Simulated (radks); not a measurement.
The numbers below are computed, except where a source is named.
The table gives one normalised radial function P(r) = r R(r) (large component) of Ar+ in [Ne] 3s1 3p5 4s1 (r in bohr). Code: a radial shooting solver on a logarithmic mesh with Libxc functionals. Model: Dirac Kohn-Sham, exchange-only LDA, spin-unpolarised, spherical densities, finite nucleus; open shells fill j = l - 1/2 first; Fermi nuclear charge, rms radius 3.4274 fm.

r,P
0.008168,0.3015
0.01219,0.4156
0.01818,0.5506
0.02712,0.6850
0.04078,0.7673
0.06084,0.7006
0.09076,0.3722
0.1354,-0.2702
0.202,-1.0668
0.3038,-1.5925
0.4532,-1.4342
0.676,-0.7767
1.009,-0.2213
1.505,-0.0261
2.263,-0.0008
3.375,0.0000
5.035,0.0000
7.512,0.0000
11.21,0.0000

Which n and l does it have? It may be an empty orbital.

Answer. n = 2, l = 0: the number of nodes gives n - l - 1 = 1, the rise at small r points to l (this Dirac orbital starts outside the nucleus as r^gamma with gamma = sqrt((l + 1)^2 - (Z/c)^2) = 0.99; the j = 1/2 orbital of l + 1 starts with the same power, but with a smaller coefficient, and then steepens), and the extent must fit the shell. The curve is that of 2s1/2. 2s1/2: eigenvalue -317.27 eV, 1 radial node at r = 0.117 bohr, <r> = 0.415 bohr, 90 % of the charge inside 0.649 bohr.
